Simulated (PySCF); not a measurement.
Dipole response of Ga (gallium, neutral)

[Ar] 3d10 4s2 4p1, 2P determinant. Calculation: PySCF 2.14, in dyall-av2z (16s12p8d, 92 functions); the non-relativistic Hamiltonian (point nucleus). Coupled (time-dependent) response in atomic units; α is the mean over directions. A double-zeta set is small for polarisabilities.

```csv
method,mean α (bohr³),"α xx, yy, zz",C₆ (like pair),S(−4)
UHF,56.80,"45.83, 78.75, 45.83",502.9,1766
PBE,60.57,"45.01, 91.67, 45.01",511.5,2678
PBE0,57.80,"44.49, 84.41, 44.49",492.4,2171
HSE06,57.99,"44.41, 85.16, 44.41",492.0,2226
```

S(−4) is the Cauchy moment in α(ω) = α(0) + S(−4) ω² + …

Reference α: 50 ± 3 bohr³ (recommended; Schwerdtfeger and Nagle, table of static dipole polarizabilities (2023 update)). Published C₆: 498.0 (Chu and Dalgarno (2004); Tang, Norbeck and Certain (1976)).

Spin-orbit coupling is absent.

α(iu) at PBE0:

```
u (hartree)  α(iu) (bohr³)
          0          57.80
     0.0500          53.08
      0.100          43.89
      0.200          28.27
      0.300          18.72
      0.500          9.496
      0.750          5.037
       1.00          3.106
       1.50          1.528
       2.00         0.9151
       3.00         0.4465
       5.00         0.1854
```

The components differ because the open shell of this determinant is not spherical; for a pure term their mean is the scalar polarisability.
